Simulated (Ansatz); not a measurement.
Computed with Ansatz on PBE0-D4/def2-TZVP structures; ΔE is electronic, products minus reactants. CCSD(T)/CBS is the MP2 limit (def2-TZVPP, def2-QZVPP) plus CCSD(T) − MP2 in def2-TZVPP, frozen cores. DFT in def2-TZVPP. B3LYP here is the variant with VWN-RPA as its local correlation; programs differ in this. Elements past krypton have def2 core potentials. For In, Se outer-core shells are correlated without core-valence functions, which leaves a few kJ/mol of doubt a bond. Scalar relativity is left out up to krypton. One conformer a species, not always the lowest.

`[SiH3]B[CH2][InH2]` + `C[SeH]` → `C[Se]B[SiH3]` + `[CH3][InH2]`  (ligand exchange at a B–C bond)

`[SiH3]B[CH2][InH2]`:

Cartesian coordinates in Å:
```
Si 0.780 0.408 -1.445
B 0.510 0.971 0.476
C -0.872 0.879 1.008
In -0.437 -1.393 0.726
H 0.314 -1.061 -1.468
H -0.118 1.035 -2.453
H 2.163 0.332 -1.981
H 1.454 1.125 1.198
H -1.758 0.900 0.373
H -1.103 1.087 2.053
H 0.979 -2.177 1.283
H -1.912 -2.108 0.231
```

`C[SeH]`:

Z-matrix (Å, degrees):
```
C
Se 1 1.949
H 1 1.088 2 110.6
H 1 1.087 2 110.6 3 -123.3
H 1 1.089 2 106.0 3 118.4
H 2 1.468 1 95.4 3 61.7
```

`C[Se]B[SiH3]`:

```xyz
11

C     0.129   -2.106   -1.369
Se    0.649   -1.117    0.232
B    -0.223    0.539    0.037
Si    0.017    1.919    1.471
H    -0.405   -3.005   -1.066
H     1.029   -2.380   -1.917
H    -0.510   -1.472   -1.979
H    -0.894    0.719   -0.936
H    -1.304    2.290    2.054
H     0.897    1.452    2.578
H     0.614    3.159    0.896
```

`[CH3][InH2]`:

Z-matrix (Å, degrees):
```
C
In 1 2.153
H 1 1.091 2 110.7
H 1 1.090 2 111.6 3 122.1
H 1 1.093 2 109.1 3 -118.2
H 2 1.731 1 120.0 3 40.5
H 2 1.730 1 120.8 3 -140.1
```

CCSD(T)/CBS gives -34.5 kJ/mol.

(1) Another level gave -39.6 kJ/mol. Which?
A. BHLYP/def2-TZVPP
B. HF/def2-TZVPP
C. B3LYP-D4/def2-TZVPP
D. r2SCAN0-D4/def2-TZVPP

Largest T1 diagnostic among the species: 0.014.

Results:

(1) D. r2SCAN0-D4 -39.6, B3LYP-D4 -46.0, BHLYP -52.8, HF/def2-TZVPP -66.3 kJ/mol.

Leaving LDA and LC-ωPBE aside and taking each functional with its dispersion term where it has one, the values, not all of them listed here, spread over 12.5 kJ/mol, from B2PLYP to ωB97M-V. LDA lies +18.0 kJ/mol from PBE without D4. At CCSD(T), def2-SVP lies −9.0 kJ/mol from the extrapolated value and def2-TZVPP −6.4 kJ/mol. The D4 term adds +6.2 kJ/mol with B3LYP and +3.3 kJ/mol with PBE0; it sums over pairs of atoms, weighted by their polarisabilities, and B3LYP, whose exchange is more repulsive, gets the larger term.
